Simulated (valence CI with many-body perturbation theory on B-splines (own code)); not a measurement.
## Ta58+: E2, M1 decay

Computed by relativistic CI+MBPT: five valence electrons over a frozen Dirac-Fock core [Ne], radial functions for each j: 11 s, 11 p, 10 d, 8 f, 5 g, 2 h, with the one-electron correlation potential Σ1 (screened to all orders), the two-electron term Σ2, the three-electron term Σ3, Breit, model QED; selected single and double excitations, second order for the rest, scaled by the run's own slope (own B-spline code, finite nucleus).

The last digits are not significant, and no measured levels were compared; by estimate large intervals hold to a few tenths of a per cent, small ones and those within an open d or f shell to about a per cent. Among the levels kept, up to 3200 cm⁻¹ of a level comes from second order outside the variational space, and about a tenth of that is noise between levels of different J, which matters for small intervals.

Lines 1 to 22 of 22 in falling wavelength, among levels below 1295.2 eV, chosen from the decays that carry over 1 % of a level's rate. Wavelengths and rates use the calculated energies. Electric multipoles are in the length gauge with retardation, E1 and E2 with the static RPA response of the core. M1 uses the relativistic operator with retardation. Weak lines are less certain than strong ones. Lines between different terms over intervals too small for the method are left out, as are lines whose strength nearly cancels.

Levels are named by their leading jj configuration (3d3/2^4 stands for four electrons in 3d with j = 3/2), which in mixed levels can hold well under half, so a name can repeat and another be missing. Letters in brackets count levels of one name in rising energy.

| λ vac (Å) | Upper | Lower | Type | A (s⁻¹) | Branch % |
| --- | --- | --- | --- | --- | --- |
| 160.7 | (3s^2 3p1/2 3p3/2 3d5/2) J=9/2 | (3s^2 3p1/2 3p3/2 3d3/2) J=7/2 | M1 | 2.69e+06 | 50.4 |
| 41.30 | (3s^2 3p3/2^2 3d5/2) J=9/2 | (3s^2 3p1/2 3p3/2 3d5/2) J=7/2 [b] | M1 | 8.81e+07 | 13.8 |
| 40.76 | (3s^2 3p1/2 3p3/2 3d5/2) J=7/2 [a] | (3s^2 3p1/2^2 3d5/2) J=5/2 | M1 | 1.82e+08 | 16.0 |
| 39.15 | (3s^2 3p1/2 3p3/2 3d3/2) J=5/2 [a] | (3s^2 3p1/2^2 3d3/2) J=3/2 | M1 | 9.78e+07 | 1.2 |
| 39.12 | (3s^2 3p1/2 3p3/2 3d5/2) J=9/2 | (3s^2 3p1/2^2 3d5/2) J=5/2 | E2 | 2.62e+06 | 49.1 |
| 38.85 | (3s^2 3p1/2 3p3/2^2) J=3/2 | (3s^2 3p1/2^2 3p3/2) J=3/2 | M1 | 3.14e+08 | 99.5 |
| 38.81 | (3s^2 3p3/2^2 3d5/2) J=7/2 | (3s^2 3p1/2 3p3/2 3d5/2) J=5/2 [a] | M1 | 1.55e+08 | 2.3 |
| 38.76 | (3s^2 3p1/2 3p3/2 3d3/2) J=1/2 [a] | (3s^2 3p1/2^2 3d3/2) J=3/2 | M1 | 2.01e+08 | 1.8 |
| 38.63 | (3s^2 3p3/2^3) J=3/2 | (3s^2 3p1/2 3p3/2^2) J=1/2 | M1 | 7.85e+07 | 6.6 |
| 38.59 | (3s^2 3p3/2^2 3d5/2) J=5/2 [a] | (3s^2 3p1/2 3p3/2 3d5/2) J=3/2 [b] | M1 | 1.18e+08 | 5.6 |
| 38.23 | (3s^2 3p3/2^2 3d5/2) J=9/2 | (3s^2 3p1/2 3p3/2 3d5/2) J=9/2 | M1 | 1.35e+08 | 21.0 |
| 37.48 | (3s^2 3p1/2 3p3/2^2) J=5/2 | (3s^2 3p1/2^2 3p3/2) J=3/2 | M1 | 5.39e+07 | 55.5 |
| 37.48 | (3s^2 3p1/2 3p3/2^2) J=5/2 | (3s^2 3p1/2^2 3p3/2) J=3/2 | E2 | 5.88e+06 | 6.1 |
| 37.00 | (3s^2 3p3/2^2 3d5/2) J=7/2 | (3s^2 3p1/2 3p3/2 3d5/2) J=7/2 [a] | M1 | 1.04e+08 | 1.5 |
| 36.89 | (3s^2 3p3/2^3) J=3/2 | (3s^2 3p1/2 3p3/2^2) J=5/2 | M1 | 8.87e+07 | 7.5 |
| 36.78 | (3s^2 3p3/2^2 3d5/2) J=9/2 | (3s^2 3p1/2 3p3/2 3d5/2) J=7/2 [a] | M1 | 1.09e+08 | 17.0 |
| 35.85 | (3s^2 3p1/2 3p3/2^2) J=1/2 | (3s^2 3p1/2^2 3p3/2) J=3/2 | M1 | 1.83e+08 | 97.1 |
| 35.85 | (3s^2 3p1/2 3p3/2^2) J=1/2 | (3s^2 3p1/2^2 3p3/2) J=3/2 | E2 | 5.24e+06 | 2.8 |
| 35.66 | (3s^2 3p3/2^3) J=3/2 | (3s^2 3p1/2 3p3/2^2) J=3/2 | M1 | 3.65e+08 | 30.8 |
| 35.32 | (3s^2 3p3/2^2 3d5/2) J=5/2 [a] | (3s^2 3p1/2 3p3/2 3d5/2) J=5/2 [a] | M1 | 2.58e+07 | 1.2 |
| 34.97 | (3s^2 3p3/2^2 3d5/2) J=5/2 [a] | (3s^2 3p1/2 3p3/2 3d5/2) J=3/2 [a] | M1 | 3.45e+07 | 1.6 |
| 33.82 | (3s^2 3p3/2^2 3d5/2) J=5/2 [a] | (3s^2 3p1/2 3p3/2 3d5/2) J=7/2 [a] | M1 | 2.03e+08 | 9.6 |
